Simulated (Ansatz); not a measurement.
Reaction (formal loss of a carbene): `C[SiH2]CS` → `[CH2]` (triplet) + `[SiH3]CS`

Computed with Ansatz on PBE0-D4/def2-TZVP structures; ΔE is electronic, products minus reactants. CCSD(T)/CBS is the MP2 limit (def2-TZVPP, def2-QZVPP) plus CCSD(T) − MP2 in def2-TZVPP, frozen cores. This one scheme is used for every species. DFT in def2-TZVPP. Triplets are unrestricted, without spin–orbit coupling. One conformer a species, not always the lowest.

CCSD(T)/CBS gives +480.6 kJ/mol.

**Question.** Another level gave +469.6 kJ/mol. Which?
A. ωB97M-V/def2-TZVPP
B. BHLYP/def2-TZVPP
C. r2SCAN-D4/def2-TZVPP
D. LC-ωPBE/def2-TZVPP

**Answer.** D. LC-ωPBE 469.6, r2SCAN-D4 460.4, BHLYP 452.2, ωB97M-V 484.4 kJ/mol.

Largest T1 diagnostic among the species: 0.011.

In def2-TZVPP, CCSD(T) changes the Hartree–Fock value by +140.3 kJ/mol (the triples alone add +11.6 kJ/mol) and MP2 by +155.5 kJ/mol. From r2SCAN to r2SCAN0 (25 % exact exchange), in def2-TZVPP and without D4, ΔE moves by −4.4 kJ/mol. At CCSD(T), def2-SVP lies −28.8 kJ/mol from the extrapolated value and def2-TZVPP −12.8 kJ/mol.

CCSD(T)/CBS has its own doubt, a few kJ/mol and more with outer-core shells, so smaller differences from it don't rank the levels.
